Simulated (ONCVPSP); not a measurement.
# Before and after: ONCV potential for Ti

- Element: titanium
- Generator: ONCVPSP 4.0.1
- Type: optimised norm-conserving Vanderbilt (ONCV)
- Functional: LDA (Perdew-Wang 92)
- Relativity: scalar-relativistic
- Frozen core: [Ar]
- Valence charge: 4
- Reference configuration: 3d2 4s2
- Partial waves: 4s: rc 2.80 bohr, ncon 3, nbas 7, qcut 2.1 1/bohr, 2 projectors, debl 2.8 Ha; p scattering state at 0.15 Ha: rc 2.45 bohr, ncon 3, nbas 7, qcut 4 1/bohr, 2 projectors, debl 1.7 Ha; 3d: rc 2.00 bohr, ncon 5, nbas 9, qcut 6.6 1/bohr, 2 projectors, debl 3.1 Ha
- Local potential: polynomial inside 1.40 bohr (lpopt 5, dvloc0 2 Ha)
- Core correction: Teter function fitted to the true core (icmod 2), fcfact 0.45

Change: s: debl 1.1.

Cutoffs: the cutoffs (Ha) at which the residual kinetic energy of the hardest occupied pseudo-wave falls to 1 and 0.1 mHa per electron; they do not see the model core or the augmentation charge, which bear on the density cutoff. Errors are all-electron minus pseudo energies relative to the spin-unpolarised reference configuration.

Q: How do hardness, ghosts and transferability respond?

A: The potential gets neither clearly harder nor softer (21 Ha and 63 Ha → 21 Ha and 63 Ha); the lowest positive-energy flag moves from s at 46.9 eV to s at 15.1 eV; of the 4 tests that both files solve, the error grows in 0 and shrinks in 1 by more than 15 % and 0.3 meV (median size 10.5 → 10.4 meV); neither file shows a bound ghost.

| quantity | base | changed |
| --- | --- | --- |
| cutoff, loose | 21 Ha | 21 Ha |
| cutoff, tight | 63 Ha | 63 Ha |
| bound ghosts | none | none |
| GHOST(+) flags under 300 eV | s at 46.9 eV, p at 70.0 eV | s at 15.1 eV, p at 70.0 eV |
| error for 3d2 4s1, meV [ΔE 7.53 eV] | +0.6 | -0.2 |
| error for 3d2 4s0, meV [ΔE 21.32 eV] | -6.6 | -6.5 |
| error for 3d1 4s0, meV [ΔE 48.52 eV] | -243 | -243 |
| error for 3d2.5 4s1.5, meV [ΔE 0.32 eV] | -14 | -14 |
| s: phases at 2.84 bohr within 0.05 rad from the reference energy up to (Ha; the scan ends near 5) | 1.2 | 0.5 |
| p: phases at 2.49 bohr within 0.05 rad from the reference energy up to (Ha; the scan ends near 5) | 2.4 | 2.4 |
| d: phases at 2.03 bohr within 0.05 rad from the reference energy up to (Ha; the scan ends near 5) | to the end of the scan | to the end of the scan |
| rms error of d²Exc/dni dnj with the model core, mHa | 8.91 | 8.91 |

Base: The cutoffs count occupied waves only; projector 2 of the d channel, the hardest unoccupied one, needs 66 Ha at the loose tolerance. Changed file: The cutoffs count occupied waves only; projector 2 of the d channel, the hardest unoccupied one, needs 66 Ha at the loose tolerance.
